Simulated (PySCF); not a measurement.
Species: C6H4NO (doublet state).
Geometry (GFN2-xTB, Å), atoms numbered from 1 in this order:
```
atom  x, y, z in Å
C1     3.7547   -0.4078    1.4436
C2     2.6410   -0.4335    0.9838
C3     1.3839   -0.4564    0.4745
C4     0.2777   -0.5130   -0.0123
C5    -1.0705   -0.4921   -0.5009
N6    -1.8626    0.5795    0.1861
C7    -2.5713    1.4921   -0.4169
O8    -2.8078    1.7649   -1.5610
H9     4.7262   -0.3843    1.8366
H10   -1.5604   -1.4557   -0.3188
H11   -1.1006   -0.2638   -1.5696
H12   -1.8090    0.5693    1.1936
```

The hyperfine couplings belong to this conformer and change with its torsions.

As a line formula: `N([C]=O)CC#CC#C` [radical].

Computed, not measured: PySCF, UKS B3LYP, pcH-1 on C H N O, non-relativistic, mean-field spin-orbit, GIAO. Isolated species at its GFN2-xTB geometry (one conformer only). A GFN2-xTB geometry isn't a minimum of the functional, and hyperfine couplings can be far from their values at a DFT geometry. The SCF solution wasn't tested for stability.

Q: The isotropic 1H couplings, averaged over equivalent nuclei, are +10.5, -6.1, -1.9 MHz. Assign them to H9; H10/H11; H12.

A: 
```csv
site,a_iso (MHz),ρ(0) (bohr⁻³),position,distance from C7 (Å),bound to,spin population there,largest |T| (MHz)
H9,-1.9,-0.0004,7 bonds from C7,7.86,C1,+0.03,1.2
H10/H11,-6.1,-0.0014,3 bonds from C7,2.84,C5,+0.08,5.4
H12,+10.5,+0.0024,2 bonds from C7,2.01,N6,-0.02,14.8
```

ρ(0) is the spin density at the nucleus and T the dipolar tensor; entries for several nuclei are means. The largest Mulliken spin populations are on C7 (+0.65), O8 (+0.27) and C5 (+0.08).

Means are taken over nuclei equivalent by connectivity, which assumes that they swap fast.

Time: 52 s of wall time (with the writing of density and orbital grids); peak memory 0.90 GiB. Hardware: one thread, Arm Neoverse V2 (aarch64), on a shared host.
